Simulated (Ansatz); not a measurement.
# Ligand exchange: GeH2(CH3)Br + Sn(CH3)(SH) → GeH2(CH3)(SH) + Sn(CH3)Br

Species: GeH2(CH3)Br, singlet; Sn(CH3)(SH), singlet; GeH2(CH3)(SH), singlet; Sn(CH3)Br, singlet. The partners trade Br for SH: Ge–Br and Sn–SH bonds give way to Ge–SH and Sn–Br.

Shapes, held fixed at every level: PBE0-D4/def2-TZVP. Flexible molecules stand in one conformer, not always the lowest. Programs: Ansatz 0.2.0. The zero-point and thermal change to 298 K, harmonic and unscaled (PBE0-D4/def2-TZVP), is -0.3 kJ/mol.

(1) Estimate ΔH(298 K) of this reaction.

## Answers

(1) The highest level, CCSD(T)/def2-TZVPP, gives ΔH(298 K) = -3.4 kJ/mol; the levels span -8.2 to -1.6. That is about zero within the method's error. The column of differences is taken from that level and isn't an error. No measured value is set beside it here. For atoms past krypton def2 sets carry core potentials with scalar relativity. Relativity is left out for Br, Ge. Outer-core shells of Br, Ge, Sn are correlated in most correlated rows, in sets that cover them unevenly. Times are processor times on shared x86 and Arm servers, and rough.

| level | kind | ΔH(298 K) (kJ/mol) | less CCSD(T)/def2-TZVPP | CPU time (sum over the molecules) |
| --- | --- | --- | --- | --- |
| SPW92/def2-TZVPP | LDA | -1.6 | +1.8 | 8.4 s |
| r2SCAN-D4/def2-TZVPP | meta-GGA | -4.5 | -1.1 | 32 s |
| r2SCAN0-D4/def2-TZVPP | global hybrid | -5.7 | -2.3 | 35 s |
| wB97X-V/def2-TZVPP | range-separated hybrid | -7.2 | -3.8 | 54 s |
| MP2/def2-SVP | perturbation theory | -7.5 | -4.1 | – |
| CCSD/def2-SVP | coupled cluster or CI | -8.2 | -4.8 | – |
| CCSD(T)/def2-TZVPP | coupled cluster or CI | -3.4 | 0.0 | 6.9 min |
